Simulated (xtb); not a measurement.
Harmonic IR lines of one isomer of C$_{9}$H$_{5}$F$_{3}$, unscaled. These are GFN2-xTB in xtb values and carry that method's errors.

wavenumber (cm⁻¹): 528 (w), 552 (w), 675 (w), 683 (vw), 821 (w), 996 (m), 1027 (vs), 1065 (s), 1073 (m), 1223 (m), 1265 (s), 1592 (w), 3105 (w), 3395 (vw)

Question: Identify which structure gives these lines.
A. `C#Cc1ccc(C(F)(F)F)cc1`
B. `C#Cc1cccc(C(F)(F)F)c1`
C. `C#Cc1ccccc1C(F)(F)F`

Answer: A, `C#Cc1ccc(C(F)(F)F)cc1`
